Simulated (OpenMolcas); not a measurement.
# What dynamic correlation does to the levels of N3+

```yaml
Program: OpenMolcas
Basis: ANO-R2 [4s4p2d1f]
Scalar_Hamiltonian: X2C, finite nucleus
Active_space: 2 electrons in 4 orbitals (2s 2p)
State_averaging: 2S+1 = 3 even, 3 roots; 2S+1 = 1 even, 7 roots; 2S+1 = 3 odd, 3 roots; 2S+1 = 1 odd, 3 roots
Spin-orbit_coupling: RASSI with atomic mean-field integrals over the reference wave functions, term energies averaged over their components
```

Methods on the same reference wave functions:
A. CASSCF
B. SS-CASPT2, IPEA 0.25 Eh, imaginary shift 0.1 Eh (closed shells correlated: 1s)
C. MS-CASPT2, IPEA 0.25 Eh, imaginary shift 0.1 Eh (closed shells correlated: 1s)

Energies in cm⁻¹ above 2s² ¹S₀, the measured ground level; measured values from Moore, Selected Tables of Atomic Spectra, NSRDS-NBS 3, section 4.

```csv
Level,A,B,C,Measured
2s² ¹S₀,0.0,0.0,0.0,0.0
2s 2p ³P°₀,67997,67515,67535,67209
2s 2p ³P°₁,68065,67583,67603,67272
2s 2p ³P°₂,68201,67719,67740,67416
2s 2p ¹P°₁,142306,133059,133079,130694
2p² ³P₀,177787,176262,176282,175535
2p² ³P₁,177855,176330,176350,175608
2p² ³P₂,177989,176464,176484,175733
2p² ¹D₂,199611,190839,190859,188882
2p² ¹S₀,249578,237609,237650,235369
```

Deviations, from unrounded energies. A percentage is the sum of absolute deviations over the sum of measured energies, with the sign that they share, or ± where signs differ.

```csv
Against measurement,Levels,A,B,C
mean absolute deviation (cm-1),9,5100,1100,1100
other configurations (%),9,+3.6,+0.8,+0.8
```

B, C lie about equally close to measurement and A furthest from it. The largest miss of B in the table is 2s 2p ¹P°₁, by +2400 cm-1. The ranking rests on the paired levels alone, and a cruder setting can come out closer through cancelling errors.

Between B and C the level of the table that moves most is 2p² ¹S₀, by 41 cm-1 (lowest in B, highest in C).

The lowest spin-free term lies below A's lowest term by 0.013 hartree in B, 0.013 hartree in C.

Measured partners are found by configuration, term and J. A level has none where our copy of the source lacks it or the pairing is in doubt (some pairs that miss far off the trend of their configuration count as doubtful), and it then counts in no deviation. Levels of configurations outside the active space are missing.

° marks odd parity.
